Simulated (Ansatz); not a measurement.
Consider the redistribution: `[NH2][Al]([NH2])[Br]` + `CO[SiH](Br)O[SiH3]` → `[NH2][Al]([Br])[Br]` + `CO[SiH](N)O[SiH3]`.

Gas-phase electronic energies from Ansatz, PBE0-D4/def2-TZVP geometries. CCSD(T)/CBS adds triple-zeta CCSD(T) − MP2 to the extrapolated MP2 energy (def2 sets, frozen cores). DFT in def2-TZVPP. B3LYP here is the variant with VWN-RPA as its local correlation; programs differ in this. For Br outer-core shells are correlated without core-valence functions, which leaves a few kJ/mol of doubt a bond. Scalar relativity is left out up to krypton. Each species was taken in one conformer, which may not be the lowest.

```json
{"level": "PBE-D4", "ΔE (eV)": "-0.36"}
{"level": "r2SCAN-D4", "ΔE (eV)": "-0.38"}
{"level": "B3LYP-D4", "ΔE (eV)": "-0.37"}
{"level": "ωB97X-V", "ΔE (eV)": "-0.39"}
{"level": "HF/def2-QZVPP", "ΔE (eV)": "-0.45"}
{"level": "MP2/def2-QZVPP", "ΔE (eV)": "-0.37"}
{"level": "HF/CBS(def2)", "ΔE (eV)": "-0.45"}
{"level": "CCSD/CBS(def2)", "ΔE (eV)": "-0.39"}
```

Problem. What does CCSD(T)/CBS give? (Estimate.)

Solution. Ansatz gave: -0.38 eV. The listed levels differ from it by 0.02, 0.00, 0.01, -0.01, -0.07, 0.01, -0.07, -0.01 eV.

Largest T1 diagnostic among the species: 0.011.

In def2-TZVPP, CCSD(T) changes the Hartree–Fock value by +0.06 eV (the triples alone add +0.01 eV) and MP2 by +0.08 eV. From PBE to PBE0 (25 % exact exchange), in def2-TZVPP and without D4, ΔE moves by −0.04 eV.
